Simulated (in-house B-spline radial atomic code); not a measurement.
**BLYP excitations of Mn⁷⁺**

Method: BLYP. Computed with an all-electron radial atomic-structure program (B-spline basis): linear response of the closed shell [Ne] 3s2 3p6 with the functional's adiabatic kernel; non-relativistic, point nucleus, no spin-orbit coupling, no double excitations, S, P, D and F terms only. Only terms of natural parity with L up to 3 were computed.

Command:
```bash
python run_td.py task.json out
```
Settings (radii: box in bohr, nucleus in fm):
```
Z                        25
electrons                18
configuration            [Ne] 3s2 3p6
hamiltonian              nr
method                   b88,lyp
box_radius               12.81
intervals                51
```

Cost of the run: 0.5 s on 1 thread of Intel(R) Xeon(R) Platinum 8375C CPU @ 2.90GHz (Ice Lake) (shared host).

The lowest states, in the order of their Tamm-Dancoff energies; the method's threshold (minus the highest occupied level) is 182.47 eV. Labels give the largest channel, * marks a mixed state, and oscillator strengths are full-response dipole values. Semilocal kernels can invert the small singlet-triplet splittings of Rydberg terms. Energies in eV:

```
     state  full response  Tamm-Dancoff  oscillator strength
3p → 3d 3P          46.05         46.21                    -
3p → 3d 3F          46.51         46.70                    -
3p → 3d 1F          50.75         50.77                    -
3p → 3d 1P          65.87         68.78                 3.12
3s → 3d 3D          78.80         78.88                    -
3s → 3d 1D              ?             ?                    -
3p → 4s 3P          95.78         95.79                    -
3p → 4s 1P          96.99         97.04                0.263
3p → 4p 3S         104.85        104.88                    -
3p → 4p 3D              ?             ?                    -
```

(1) Where does 3s → 3d 1D lie?

(2) Where does 3p → 4p 3D lie?

(3) How large is the singlet-triplet splitting of 3p → 3d (F terms) in Tamm-Dancoff?

(4) What polarisabilities and dispersion coefficient does the method give?

Answers

(1) At 83.97 eV in full response, 84.09 eV in Tamm-Dancoff.

(2) At 105.57 eV in full response, 105.59 eV in Tamm-Dancoff.

(3) 4.06 eV, from the unrounded values.

(4) Dipole 0.6332 bohr³, quadrupole 0.473 bohr⁵, C6 0.8408 hartree·bohr⁶ for two such species.
